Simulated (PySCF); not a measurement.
Species: C4H16Si4.
Numbering: `[SiH3:1][Si:2]([SiH3:3])([SiH3:4])[CH:5]1[CH2:6][CH2:7][CH2:8]1` (hydrogens: H9, H10, H11 on Si1; H12, H13, H14 on Si3; H15, H16, H17 on Si4; H18 on C5; H19, H20 on C6; H21, H22 on C7; H23, H24 on C8)

The same species was optimised twice, with GFN2-xTB and with PBE0-D3(BJ)/def2-SVP (PySCF), and the same property calculations (PySCF, gas phase) were run on both structures.

| coordinate | GFN2-xTB | PBE0-D3(BJ)/def2-SVP | change |
| --- | --- | --- | --- |
| Si2–C5 (Å) | 1.924 | 1.902 | -0.022 |
| C5–C8 (Å) | 1.540 | 1.551 | +0.011 |
| C5–C6 (Å) | 1.539 | 1.551 | +0.012 |
| C6–C7 (Å) | 1.534 | 1.540 | +0.006 |
| C7–C8 (Å) | 1.534 | 1.540 | +0.006 |
| Si2–Si4 (Å) | 2.341 | 2.344 | +0.003 |
| Si1–Si2 (Å) | 2.345 | 2.347 | +0.002 |
| Si2–Si3 (Å) | 2.342 | 2.343 | +0.001 |
| Si4–Si2–C5 (°) | 105.4 | 110.5 | +5.1 |
| Si1–Si2–Si4 (°) | 112.1 | 107.3 | -4.8 |
| Si3–Si2–C5 (°) | 105.5 | 110.1 | +4.6 |
| Si1–Si2–Si3 (°) | 112.0 | 107.8 | -4.2 |
| Si3–Si2–Si4 (°) | 112.9 | 108.8 | -4.1 |
| Si1–Si2–C5 (°) | 108.3 | 112.2 | +3.9 |
| C6–C5–C8 (°) | 89.3 | 88.6 | -0.7 |
| C5–C8–C7 (°) | 89.5 | 88.9 | -0.6 |
| Si1–Si2–C5–C6 (°) | 51 | 50 | -1 |

Rotational constants: A = 964.9, B = 722.0, C = 663.3 MHz (GFN2-xTB) against A = 997.6, B = 709.6, C = 658.2 MHz (PBE0-D3(BJ)/def2-SVP). Point groups within 0.08 Å: Cs and Cs. Atoms that the bonding makes alike are paired by their places after alignment.

On the GFN2-xTB structure: HOMO (eV) -7.79 [PBE0/pcSseg-1]; LUMO (eV) -0.57 [PBE0/pcSseg-1]; dipole (D) 1.25 [PBE0/pcSseg-1]; GIAO shielding of Si1/Si3/Si4 (mean) (ppm) 464.5 [PBE0/pcSseg-1]; GIAO shielding of Si2 (ppm) 431.8 [PBE0/pcSseg-1]; GIAO shielding of C5 (ppm) 168.8 [PBE0/pcSseg-1]; GIAO shielding of C6/C8 (mean) (ppm) 160.8 [PBE0/pcSseg-1]; GIAO shielding of C7 (ppm) 167.1 [PBE0/pcSseg-1].

Task: What do these properties become on the PBE0-D3(BJ)/def2-SVP structure?

Result: 
| property | level | on GFN2-xTB | on PBE0-D3(BJ)/def2-SVP | change |
| --- | --- | --- | --- | --- |
| HOMO (eV) | PBE0/pcSseg-1 | -7.79 | -7.77 | +0.02 |
| LUMO (eV) | PBE0/pcSseg-1 | -0.57 | -0.30 | +0.27 |
| dipole (D) | PBE0/pcSseg-1 | 1.25 | 1.34 | +0.09 |
| energy, GFN2-xTB geometry as zero (kcal/mol) | PBE0/pcSseg-1 | 0.0 | -4.3 | -4.3 |
| GIAO shielding of Si1/Si3/Si4 (mean) (ppm) | PBE0/pcSseg-1 | 464.5 | 457.9 | -6.6 |
| GIAO shielding of Si2 (ppm) | PBE0/pcSseg-1 | 431.8 | 437.7 | +5.9 |
| GIAO shielding of C5 (ppm) | PBE0/pcSseg-1 | 168.8 | 167.0 | -1.8 |
| GIAO shielding of C6/C8 (mean) (ppm) | PBE0/pcSseg-1 | 160.8 | 157.6 | -3.2 |
| GIAO shielding of C7 (ppm) | PBE0/pcSseg-1 | 167.1 | 162.0 | -5.1 |

The heavy atoms differ by 0.089 Å rms after alignment. Among bonds between heavy atoms Si2–C5 changes most (-0.022 Å). Changes are differences of the printed values. Neither structure is proved a minimum here.

The values belong to the conformer `[SiH3:1][Si:2]([SiH3:3])([SiH3:4])[CH:5]1[CH2:6][CH2:7][CH2:8]1`: Si1–Si2–C5–C6 50°.
